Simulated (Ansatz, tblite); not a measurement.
Removing and adding an electron: GeH(OMe)3 (C3H10GeO3). The state is a singlet with charge 0. Geometry: B3LYP-D4/def2-SVP. Ansatz, gas phase; energy differences of separate SCF runs; the oxidised species was run as a doublet alone; the reduced species was run as a doublet alone.

Cartesian coordinates in Å:
```
Ge -0.880 0.095 0.549
H -1.912 0.626 1.549
O -1.526 -0.240 -1.060
C -1.255 0.541 -2.209
H -1.986 1.364 -2.316
H -1.343 -0.108 -3.096
H -0.244 0.980 -2.191
O -0.279 -1.425 1.227
C 0.545 -2.286 0.463
H 0.670 -3.228 1.022
H 1.548 -1.852 0.290
H 0.099 -2.520 -0.520
O 0.468 1.221 0.255
C 1.335 1.617 1.297
H 0.810 2.191 2.086
H 2.115 2.269 0.871
H 1.833 0.755 1.779
```

The xTB rows come from tblite. HOMO above LUMO, or a gap near zero within one spin, warns that the state may not be the lowest or that an electron is smeared out.

(1) Estimate orbital energies and vertical ionisation energies and electron affinities at: GFN1-xTB; GFN2-xTB; PBE-D4/def2-SVP; PBE-D4/def2-TZVP; PBE0-D4/def2-SVP; PBE0-D4/def2-TZVP.

## Answers

(1) 
```json
{"level": "GFN1-xTB", "−HOMO (eV)": "12.10", "vertical IE (eV)": "14.66", "−LUMO (eV)": "4.78", "vertical EA (eV)": "1.95", "HOMO–LUMO gap (eV)": "7.32", "IE − EA (eV)": "12.70", "remarks": "–"}
{"level": "GFN2-xTB", "−HOMO (eV)": "11.36", "vertical IE (eV)": "13.85", "−LUMO (eV)": "4.34", "vertical EA (eV)": "1.46", "HOMO–LUMO gap (eV)": "7.02", "IE − EA (eV)": "12.39", "remarks": "–"}
{"level": "PBE-D4/def2-SVP", "−HOMO (eV)": "6.16", "vertical IE (eV)": "–", "−LUMO (eV)": "0.07", "vertical EA (eV)": "-2.33", "HOMO–LUMO gap (eV)": "6.09", "IE − EA (eV)": "–", "remarks": "HOMO above zero (-1 doublet)"}
{"level": "PBE-D4/def2-TZVP", "−HOMO (eV)": "6.35", "vertical IE (eV)": "9.08", "−LUMO (eV)": "0.39", "vertical EA (eV)": "–", "HOMO–LUMO gap (eV)": "5.96", "IE − EA (eV)": "–", "remarks": "gap within one spin near zero (+1 doublet)"}
{"level": "PBE0-D4/def2-SVP", "−HOMO (eV)": "7.81", "vertical IE (eV)": "–", "−LUMO (eV)": "-1.03", "vertical EA (eV)": "-2.67", "HOMO–LUMO gap (eV)": "8.84", "IE − EA (eV)": "–", "remarks": "HOMO above zero (-1 doublet)"}
{"level": "PBE0-D4/def2-TZVP", "−HOMO (eV)": "7.93", "vertical IE (eV)": "9.75", "−LUMO (eV)": "-0.69", "vertical EA (eV)": "–", "HOMO–LUMO gap (eV)": "8.62", "IE − EA (eV)": "–", "remarks": "–"}
```

Run but left out: LDA (SPW92)/def2-TZVP (charge +1 doublet: an occupied level 0.01 eV above an empty one).   A HOMO above zero means that the electron is unbound at that level or that self-interaction error raises the level; the energy of removing that electron tells which. Raw xTB energy differences between charge states are shifted by several eV; the methods need an empirical correction for them. Sets without diffuse functions give affinities that are too small. A negative affinity means that the extra electron isn't bound; its size then hangs on the basis.
